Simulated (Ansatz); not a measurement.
GeH5N (SMILES [NH2][GeH3]) moved off its minimum; all values from Ansatz (an electronic-structure program), cores frozen in correlated methods.
(charge 0, multiplicity 1)
```xyz
7

Ge    -0.40490     0.07714    -0.07692
N      1.41636    -0.17411    -0.35613
H     -1.11167    -1.05743    -1.24416
H     -0.77034     1.62290    -0.28330
H     -0.93110    -0.22060     1.39291
H      1.81363    -1.04110    -0.09796
H      2.06213     0.29092     0.56641
```

Forces at r2SCAN/def2-TZVPP (eV/Å):

| atom | Fx | Fy | Fz |
|---|---|---|---|
| Ge1 | -1.089 | -0.954 | -0.728 |
| N2 | 2.738 | 3.032 | 3.646 |
| H3 | 0.822 | 1.726 | 1.632 |
| H4 | 0.330 | -1.037 | -0.194 |
| H5 | 0.204 | -0.095 | -0.633 |
| H6 | -0.352 | -2.081 | -0.415 |
| H7 | -2.653 | -0.591 | -3.308 |

Q: Give the forces (eV/Å), the total energy and the dipole at CCSD(T)/cc-pVTZ.

A: 
```csv
atom,Fx,Fy,Fz
Ge1,-1.159,-0.961,-0.731
N2,2.870,2.989,3.628
H3,0.784,1.687,1.595
H4,0.286,-0.926,-0.209
H5,0.168,-0.112,-0.563
H6,-0.311,-2.093,-0.422
H7,-2.637,-0.584,-3.298
```
Energy -2133.1361 hartree, dipole 1.46 D.
